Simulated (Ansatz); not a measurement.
Ansatz (a quantum-chemistry and plane-wave program) input (wB97X-V/def2-TZVPD):

Ansatz 0.2 input:
```yaml
crystal:
  periodic: [false, false, false]
  atoms:
    - {symbol: C, position_ang: [-2.04635261, -0.18638224, -0.14124366]}
    - {symbol: C, position_ang: [-0.57560071, -0.19322420, -0.13765363]}
    - {symbol: C, position_ang: [0.48569593, 0.46242764, 0.32437271]}
    - {symbol: F, position_ang: [0.69718914, 1.54240827, 1.07669341]}
    - {symbol: C, position_ang: [1.40487656, -0.51057577, -0.34712781]}
    - {symbol: O, position_ang: [0.17723582, -1.17844071, -0.81859252]}
    - {symbol: H, position_ang: [-2.41701465, 0.65572592, 0.44233359]}
    - {symbol: H, position_ang: [-2.42951573, -0.10350903, -1.16126844]}
    - {symbol: H, position_ang: [-2.43774476, -1.11176271, 0.28842559]}
    - {symbol: H, position_ang: [1.99418228, -0.14985129, -1.18984950]}
    - {symbol: H, position_ang: [1.98578904, -1.17822429, 0.28877263]}
basis:
  gaussian:
    orbitals: def2-TZVPD
hamiltonian:
  xc: {name: wB97X-V}
total_charge: 1
magnetization: {spin_polarized: true, initial_magnetization: 1}
```

End of the output:

```
integrals: 0.28 GiB planned
1332 factors; their error is unknown
integrals: 0.31 GiB planned
465 factors; integrals over basis functions are off by at most 2.2e-5 eV
mean field: 3.28 GiB planned
mean field evaluation 1: about -8977.7112 eV, gradient 4.0e1 eV
mean field evaluation 2: about -8978.4326 eV, gradient 4.1e1 eV
mean field evaluation 4: about -8983.4764 eV, gradient 2.1e0 eV
mean field evaluation 8: about -8983.5200 eV, gradient 2.8e-1 eV
mean field evaluation 16: about -8983.5011 eV, gradient 3.2e-3 eV
mean field -8983.50113014 eV, -330.1375772970 hartree, gradient 3.3e-5 eV, S^2 0.755550; 0 other end points of the search recorded, 0 dependent functions left out
reference -8983.50112781 eV, -330.1375772111 hartree; 23, 22 occupied and 250, 251 virtual orbitals, 1332 factors
Total energy: -8983.50112781 eV, -330.1375772111 hartree
```

This state (charge 1, doublet) is run at the relaxed geometry of the species with charge 0 and multiplicity 1.
